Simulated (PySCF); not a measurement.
Si(AsH2)(F)(OH)2 (AsFH4O2Si), SMILES [AsH2][Si](O)(F)O.

Geometry: B3LYP-D3(BJ)/def2-SVP. The structure was generated by enumeration, and PubChem lists no compound with its InChIKey, so it may never have been made. Other conformers were not sampled.

Level of theory: B3LYP-D3(BJ)/def2-SVP (PySCF).

Frequencies are harmonic and unscaled.

Estimate the vibrational spectrum. (Estimate from the structure and the level; the computed values follow.)


```csv
mode,ν (cm⁻¹),IR (km/mol),moving atoms (share of kinetic energy)
1,92,2.3,H 93 %
2,138,4.8,"O 45 %, F 21 %, H 18 %, Si 9 %"
3,143,22.3,"O 34 %, F 31 %, H 19 %, As 8 %"
4,203,19.0,H 76 %
5,223,101.3,"H 55 %, O 23 %, Si 10 %"
6,238,14.6,"As 38 %, O 32 %, F 14 %, H 14 %"
7,315,33.6,"O 41 %, F 32 %, H 14 %, Si 13 %"
8,344,80.9,"O 50 %, H 33 %, F 8 %"
9,443,112.5,"Si 49 %, O 20 %, F 14 %, H 11 %"
10,601,14.4,H 91 %
11,647,6.4,H 93 %
12,774,136.9,"H 46 %, O 35 %, F 13 %"
13,791,166.2,"H 64 %, O 33 %"
14,855,210.9,"H 42 %, Si 27 %, F 22 %, O 9 %"
15,932,157.2,"Si 47 %, O 31 %, F 16 %"
16,971,63.7,"H 40 %, Si 31 %, O 25 %"
17,996,77.7,"H 72 %, Si 16 %, O 11 %"
18,2186,62.8,H 99 %
19,2198,76.0,H 99 %
20,3845,88.0,H 94 %
21,3875,110.1,H 94 %
```
